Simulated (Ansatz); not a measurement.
```tsv
atom	x (Å)	y (Å)	z (Å)
C	-0.0098	-0.4102	-0.0535
O	-0.0017	-0.3926	1.1441
N	-0.0041	0.6814	-0.8453
H	0.0070	-1.3582	-0.6472
H	0.0098	0.5952	-1.8611
H	-0.0077	1.6074	-0.4321
```

Basis set: 6-31G* (spherical functions). Correlated methods keep 3 orbitals frozen. Charge 0, multiplicity 1.

Computed with Ansatz (development build ahead of 0.2.0); each method stands on the lowest determinant of its kind that the runs found. Restricted open shells among the atoms or ions are ROHF, correlated in semicanonical orbitals with singles.

Task: Give the atomization energy at this shape (free ground-state atoms in the same class of orbitals less the molecule, no zero-point energy) of singlet CH3NO by RHF-MP2, RHF.

Result:

```
 method  atomization energy
RHF-MP2       2172.4 kJ/mol
    RHF       1565.1 kJ/mol
```
